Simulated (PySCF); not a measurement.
## Working out the ionisation energy of In

In [Kr] 4d10 5s2 5p1 (2P) → In⁺ [Kr] 4d10 5s2 (1S). Computed with PySCF 2.14 in x2c-TZVPall (8s6p4d2f, 60 functions), with scalar relativity by spin-free X2C-1e. Frozen: [Kr] 4d10. Energies in hartree (1 hartree = 27.21139 eV):

```json
{"part": "UHF", "In (lower)": "-5878.240739", "In⁺ (upper)": "-5878.049441"}
{"part": "MP2 opposite-spin", "In (lower)": "-0.027008", "In⁺ (upper)": "-0.022836"}
{"part": "MP2 same-spin", "In (lower)": "-0.002163", "In⁺ (upper)": "0.000000"}
```

Question: What does Hartree-Fock give?

Answer: (-5878.049441) − (-5878.240739) = 0.191298 hartree = 5.205 eV.

Question: What do MP2 and SCS-MP2 (6/5 opposite-spin, 1/3 same-spin) give?

Answer: The opposite-spin parts differ by 0.114 eV and the same-spin parts by 0.059 eV. MP2: 5.205 + (0.114) + (0.059) = 5.378 eV. SCS-MP2: 5.205 + 1.2 × (0.114) + (0.059)/3 = 5.361 eV.

Measured between the centres of the two terms (NIST): 5.603 eV, so MP2 (valence) is off by -0.225 eV.

What remains against the reference includes basis incompleteness, the frozen core and correlation beyond second order.
